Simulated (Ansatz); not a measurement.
`[OH][SnH2][OH]` → `[OH]`• + `[OH][SnH2]`•  (homolysis of the O–Sn bond)

Isolated molecules relaxed with PBE0-D4/def2-TZVP in Ansatz; ΔE leaves out vibrations. CCSD(T)/CBS is the MP2 limit (def2-TZVPP, def2-QZVPP) plus CCSD(T) − MP2 in def2-TZVPP, frozen cores. This one scheme is used for every species. Functionals use def2-TZVPP. Open shells (•) are unrestricted, without spin–orbit coupling. Elements past krypton have def2 core potentials. For Sn outer-core shells are correlated without core-valence functions, which leaves a few kJ/mol of doubt a bond. Each species was taken in one conformer, which may not be the lowest.

```tsv
level	ΔE (kJ/mol)
BLYP-D4	380.6
PBE0-D4	386.3
ωB97X-V	405.4
PBE	393.0
r2SCAN0	371.1
HF/def2-SVP	253.3
HF/def2-QZVPP	265.3
SCS-MP2/def2-QZVPP	430.5
```

Task: What does CCSD(T)/CBS give? (Estimate.)

Result: Computed: +419.4 kJ/mol. The listed levels differ from it by -38.8, -33.1, -14.0, -26.4, -48.3, -166.1, -154.1, 11.1 kJ/mol.

Task: What do rigid-rotor, harmonic-oscillator terms from PBE0-D4/def2-TZVP frequencies (298.15 K, 1 bar) make of the CCSD(T)/CBS value? (Estimate.)

Result: Computed: ΔZPE = -17.0 kJ/mol, ΔH = +406.9 kJ/mol, ΔS = 156 J/(mol·K), ΔG = +360.2 kJ/mol. Open shells count their whole term as degenerate.

Largest T1 diagnostic among the species: 0.017.

From r2SCAN to r2SCAN0 (25 % exact exchange), in def2-TZVPP and without D4, ΔE moves by −11.4 kJ/mol: exact exchange takes away binding that semilocal exchange gives to molecules. Leaving LDA and LC-ωPBE aside and taking each functional with its dispersion term where it has one, the values, not all of them listed here, spread over 37.8 kJ/mol, from BHLYP-D4 to ωB97X-V. LDA lies +74.1 kJ/mol from PBE without D4, its usual overbinding. The D4 term adds +5.9 kJ/mol with B3LYP and +3.2 kJ/mol with PBE0; it sums over pairs of atoms, weighted by their polarisabilities, and B3LYP, whose exchange is more repulsive, gets the larger term.

B3LYP here is the variant with VWN-RPA as its local correlation; programs differ in this.
